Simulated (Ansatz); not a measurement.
Gas-phase electronic energies from Ansatz, PBE0-D4/def2-TZVP geometries. CCSD(T)/CBS adds triple-zeta CCSD(T) − MP2 to the extrapolated MP2 energy (def2 sets, frozen cores). This one scheme is used for every species. Double bonds are as drawn, so ΔE can hold a change between cis and trans. Functionals use def2-TZVPP. B3LYP here is the variant with VWN-RPA as its local correlation; programs differ in this. For Ge outer-core shells are correlated without core-valence functions, which leaves a few kJ/mol of doubt a bond. Scalar relativity is left out up to krypton. One conformer a species, not always the lowest.

Consider the formal exchange of groups at a C–Ge bond: `O/C(S)=[CH]\[GeH3]` + `[AlH3]` → `O/C(S)=[CH]/[AlH2]` + GeH₄.

`O/C(S)=[CH]\[GeH3]`:

Z-matrix (Å, degrees):
```
Ge
C 1 1.922
H 1 1.538 2 112.0
H 1 1.537 2 111.5 3 122.3
H 1 1.550 2 108.7 3 -119.0
C 2 1.338 1 124.6 3 115.5
H 2 1.084 1 118.4 3 -64.1
S 6 1.757 2 121.5 1 -175.5
O 6 1.347 2 126.5 1 2.6
H 8 1.342 6 95.3 2 -164.8
H 9 0.968 6 108.6 2 3.1
```

`[AlH3]`:

Cartesian coordinates in Å:
```
Al 0.000 0.000 0.000
H 0.444 0.138 -1.516
H -0.712 1.214 0.731
H 0.268 -1.352 0.785
```

`O/C(S)=[CH]/[AlH2]`:

Cartesian coordinates in Å:
```
O 0.234 2.010 -0.731
C 0.204 0.830 -0.079
S 0.988 0.953 1.488
C -0.347 -0.306 -0.550
Al -0.430 -2.010 0.318
H -0.207 1.893 -1.581
H 1.288 2.254 1.359
H -0.790 -0.207 -1.544
H 0.196 -2.207 1.763
H -1.136 -3.210 -0.442
```

GeH₄:

```xyz
5

Ge    0.000    0.000    0.000
H    -0.025    1.114    1.055
H     0.552    0.557   -1.318
H    -1.424   -0.524   -0.223
H     0.897   -1.146    0.487
```

Question: Is it downhill or uphill in electronic energy at CCSD(T)/CBS, and by how much? (Estimate.)

Answer: Computed: Downhill: ΔE = -33.8 kJ/mol.

Question: What do these levels give: ωB97X-V, PBE, B3LYP, SCS-MP2/def2-TZVPP, CCSD/def2-TZVPP, HF/def2-QZVPP? (Estimate.)

Answer: Computed: ωB97X-V -36.2, PBE -42.2, B3LYP -41.8, SCS-MP2/def2-TZVPP -32.3, CCSD/def2-TZVPP -32.9, HF/def2-QZVPP -37.4 kJ/mol.

Largest T1 diagnostic among the species: 0.013.

In def2-TZVPP, CCSD(T) changes the Hartree–Fock value by +3.3 kJ/mol (the triples alone add −0.2 kJ/mol) and MP2 by +3.4 kJ/mol.
